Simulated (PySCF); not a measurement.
arsine (AsH3), SMILES [AsH3]. The structure is a stationary point at PBE-D3(BJ)/def2-TZVPD.

PySCF with TDA-PBE/def2-TZVPD puts the lowest singlet excitations at 6.45, 7.01, 7.01, 8.50, 8.57, 8.57 eV and the lowest triplet (TDA) at 5.73 eV.

Q: What are the lowest singlet roots from EOM-CCSD/aug-cc-pVDZ run with PySCF? (Estimate from the structure and the level; the computed values follow.)

A: 6.69, 7.18, 7.18, 8.31, 8.31, 8.64 eV; triplets 5.88, 5.88, 6.37 eV. S1 differs by 0.24 eV (second minus first; roots are paired by order, and the bases may differ).
